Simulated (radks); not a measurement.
Tm V, 65 electrons, occupied as [Kr] 4d10 4f11.5 5s2 5p5.5 (fractional occupations, a model configuration). Method: Dirac Kohn-Sham, OLYP, spin-unpolarised, spherical densities, finite nucleus; open shells fill j = l - 1/2 first; Fermi nuclear charge, rms radius 5.2256 fm; computed with a radial shooting solver on a logarithmic mesh with Libxc functionals.

X-ray form factor f0, the Fourier transform of the density (f0(0) = 65):

sin(theta)/lambda (1/angstrom)  f0 (electrons)
0.05                                    64.463
0.1                                     62.921
0.15                                    60.562
0.2                                     57.642
0.25                                    54.426
0.3                                     51.140
0.4                                     44.937
0.5                                     39.611
0.6                                     35.151
0.8                                     28.158
1                                       23.100
1.25                                    18.932
1.5                                     16.338
2                                       12.847
